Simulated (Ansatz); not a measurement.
`[AlH2][B]1CC1` and `CCB1CC1` differ in one atom or group.

Ansatz, PBE0-D4/def2-TZVP geometries, multiplicity 1. Each molecule was computed in one conformer, which needn't be the lowest.

```
                               property  `[AlH2][B]1CC1`
      LUMO energy (PBE/def2-TZVPP) / eV            -2.71
HOMO–LUMO gap (ωB97M-V/def2-TZVPP) / eV             9.54
    LUMO energy (B3LYP/def2-TZVPP) / eV            -1.90
    HOMO–LUMO gap (PBE/def2-TZVPP) / eV             3.38
    HOMO energy (B3LYP/def2-TZVPP) / eV            -7.04
     HOMO energy (PBE0/def2-TZVPP) / eV            -7.25
```

(1) Give the same properties after the change, and the shifts. (Best estimate.)

Results:

(1) The calculation gave: 
```
                               property  `CCB1CC1`  shift
      LUMO energy (PBE/def2-TZVPP) / eV      -1.71   1.00
HOMO–LUMO gap (ωB97M-V/def2-TZVPP) / eV      10.49   0.95
    LUMO energy (B3LYP/def2-TZVPP) / eV      -0.92   0.98
    HOMO–LUMO gap (PBE/def2-TZVPP) / eV       3.92   0.54
    HOMO energy (B3LYP/def2-TZVPP) / eV      -6.72   0.32
     HOMO energy (PBE0/def2-TZVPP) / eV      -6.91   0.34
```

With PBE0 the HOMO rises by 0.34 eV and the LUMO rises by 1.04 eV, so the gap widens by about 0.70 eV. PBE moves the HOMO by 0.46 eV and ωB97M-V by 0.24 eV.

B3LYP here is the variant with VWN-RPA as its local correlation; programs differ in this.
